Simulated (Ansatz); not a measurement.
Reaction (isomerisation): `CB[SiH](N)N` → `BN[SiH2]NC`

Isolated molecules relaxed with PBE0-D4/def2-TZVP in Ansatz; ΔE leaves out vibrations. CBS: MP2 limit from def2 TZ/QZ plus the TZ coupled-cluster correction, frozen cores. DFT in def2-TZVPP. Each species was taken in one conformer, which may not be the lowest.

`CB[SiH](N)N`:

```xyz
14

C     1.850   -0.779   -0.760
B     1.057   -0.461    0.540
Si   -0.886    0.093    0.606
N    -1.598   -0.273   -0.915
N    -1.076    1.790    0.880
H     2.901   -0.477   -0.735
H     1.391   -0.454   -1.696
H     1.873   -1.883   -0.784
H     1.653   -0.534    1.583
H    -1.587   -0.504    1.788
H    -2.576   -0.120   -1.098
H    -1.217   -0.998   -1.499
H    -1.144    2.141    1.821
H    -0.641    2.459    0.266
```

`BN[SiH2]NC`:

Z-matrix (Å, degrees):
```
Si
N 1 1.750
N 1 1.704 2 115.3
H 1 1.486 2 108.9 3 117.8
H 1 1.482 2 103.8 3 -121.1
B 2 1.398 1 126.9 3 111.2
H 2 1.012 1 116.6 3 -67.0
C 3 1.446 1 124.8 2 -64.4
H 3 1.006 1 119.2 2 101.5
H 6 1.198 2 119.0 1 1.0
H 6 1.199 2 119.9 1 -178.8
H 8 1.097 3 113.2 1 98.3
H 8 1.094 3 111.4 1 -139.6
H 8 1.093 3 109.6 1 -21.3
```

| level | ΔE (kJ/mol) | difference from CCSD(T)/CBS |
| --- | --- | --- |
| r2SCAN-D4 | -77.9 | 5.6 |
| PBE0-D4 | -78.5 | 5.0 |
| ωB97M-V | -87.9 | -4.4 |
| B2PLYP | -90.4 | -6.9 |
| PBE | -75.4 | 8.1 |
| r2SCAN | -77.9 | 5.6 |
| PBE0 | -78.5 | 5.0 |
| HF/def2-TZVPP | -97.8 | -14.3 |
| MP2/def2-TZVPP | -91.7 | -8.2 |
| CCSD/def2-TZVPP | -88.4 | -4.9 |
| CCSD(T)/def2-TZVPP | -88.7 | -5.2 |
| HF/def2-QZVPP | -98.1 | -14.6 |
| MP2/def2-QZVPP | -88.8 | -5.3 |
| SCS-MP2/def2-QZVPP | -92.7 | -9.2 |
| HF/CBS(def2) | -98.1 | -14.6 |
| CCSD/CBS(def2) | -83.2 | 0.3 |
| CCSD(T)/CBS | -83.5 | 0 |

Largest T1 diagnostic among the species: 0.012.

In def2-TZVPP, CCSD(T) changes the Hartree–Fock value by +9.1 kJ/mol (the triples alone add −0.3 kJ/mol) and MP2 by +6.2 kJ/mol. From PBE to PBE0 (25 % exact exchange), in def2-TZVPP and without D4, ΔE moves by −3.2 kJ/mol.
